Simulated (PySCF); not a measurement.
Computed IR spectrum (relative IR intensity) of a molecule C3H11BSi. Coordinates come from a PBE-D3(BJ)/def2-SVP optimisation. The values are those of a single conformer. Computed with PBE-D3(BJ)/def2-SVP in PySCF 2.14.0. Frequencies are harmonic and unscaled.

ν (cm⁻¹): 516 (w), 559 (vw), 625 (w), 658 (w), 721 (vw), 775 (w), 809 (w), 844 (w), 886 (m), 895 (vs), 915 (m), 918 (m), 957 (m), 995 (m), 1151 (w), 1164 (vs), 1257 (s), 1282 (s), 1356 (w), 1375 (w), 1396 (vw), 1399 (vw), 2154 (s), 2162 (s), 2165 (s), 3023 (vw), 3025 (w), 3051 (vw), 3066 (m) (against the strongest line: vs over 80 %, s over 45 %, m over 15 %, w over 4 %, vw less)

### Question
Identify the compound among the candidates.
A. B[Si](C)(C)C
B. CB(C)C[SiH3]
C. C[SiH2]B(C)C

### Answer
B, CB(C)C[SiH3]
